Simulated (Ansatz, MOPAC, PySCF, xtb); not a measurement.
Pair of molecules: HBr (SMILES Br) (first 2 atoms) with H4OSi (SMILES O[SiH3]); geometry from B3LYP-D3(BJ)/def2-TZVP, rigid monomers moved along the line of their centres of mass till Br1···H5 is 3.80 Å.
(charge 0, multiplicity 1):
```xyz
8

Br    -0.4673    -1.3769    -0.0963
H      0.4134    -0.3081     0.2541
O     -0.8975     0.3212     4.1970
Si     0.7022     0.6576     4.3979
H     -1.1446    -0.2668     3.4758
H      1.4860    -0.5352     4.7995
H      0.7840     1.6965     5.4420
H      1.3045     1.1772     3.1375
```

Interaction energies are E(AB) − E(A) − E(B) at the monomers' geometry in the complex; basis-set methods are counterpoise corrected. Rows marked so take none.

Correlated levels freeze the cores. Filled d and f shells under p-block atoms count as core. CBS(a, b) extrapolates the correlation energy as X⁻³ and adds the Hartree–Fock energy of set b. Rows in 3-21G, 6-31G* carry no dispersion term and start afresh at each structure (6-31G* with six Cartesian d functions); the Pople sets are all-electron and without relativity. The state reached by PM6 isn't checked.

Programs: Ansatz (a quantum-chemistry and plane-wave program) with Gaussian orbitals; MOPAC for PM6 (differences of heats of formation); PySCF for 3-21G rows, 6-31G* rows, the dispersion terms; xtb for the GFN methods. Each number belongs to the level named beside it.

```
level                                interaction energy (kcal/mol)
-----------------------------------  -----------------------------
PM6                                                          -0.23
GFN2-xTB                                                     -0.99
HF/3-21G (no counterpoise)                                   -0.49
HF/6-31G* (no counterpoise)                                  -0.52
HF/def2-TZVPPD                                               -0.44
PBE-D3(BJ)/def2-TZVPPD                                  (withheld)
B3LYP/6-31G*                                                 -0.44
B3LYP/6-31G* (no counterpoise)                          (withheld)
CCSD(T)/CBS(def2-SVPD, def2-TZVPPD)                          -0.95
```

Q: Some entries are withheld; supply them.

A: 
- PBE-D3(BJ)/def2-TZVPPD, interaction energy (kcal/mol): -1.29
- B3LYP/6-31G* (no counterpoise), interaction energy (kcal/mol): -0.58
